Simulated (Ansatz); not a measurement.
Energy difference R1 → P1 + 4 P2, each structure at its B3LYP-D3(BJ)/def2-TZVP stationary point, reached from a drawn start (curvature not checked).
R1, CF4 (SMILES FC(F)(F)F) (charge 0, multiplicity 1, Z-matrix in Å and degrees):
```
C
F 1 1.3260
F 1 1.3260 2 109.47
F 1 1.3260 2 109.47 3 -120.00
F 1 1.3260 2 109.47 4 -120.00
```
P1: C atom, charge 0, multiplicity 3.
P2: F atom, charge 0, multiplicity 2.

P less R. No zero-point or thermal terms; singlets are restricted closed shells; open shells are unrestricted; no spin–orbit coupling.

Cores are frozen in the correlated methods. CBS: X⁻³ extrapolation of the correlation energy, Hartree–Fock from the larger set.

The values were computed with Ansatz (an electronic-structure program). All values are computed, each at the level named.

| level | reaction energy (eV) |
|---|---|
| B97M-V/def2-TZVPP | 20.691 |
| MP2/cc-pVDZ | 19.948 |
| MP2/cc-pVTZ | 21.387 |
| MP2/cc-pVQZ | 21.745 |
| SCS-MP2/cc-pVTZ | 20.562 |
| SCS-MP2/cc-pVQZ | 20.930 |
| CCSD/cc-pVDZ | 18.432 |
| CCSD(T)/cc-pVQZ | 20.458 |
| CCSD(T)/CBS(cc-pVTZ, cc-pVQZ) | (withheld) |

Q: Some entries are withheld; supply them.

A: 
- CCSD(T)/CBS(cc-pVTZ, cc-pVQZ), reaction energy (eV): 20.712
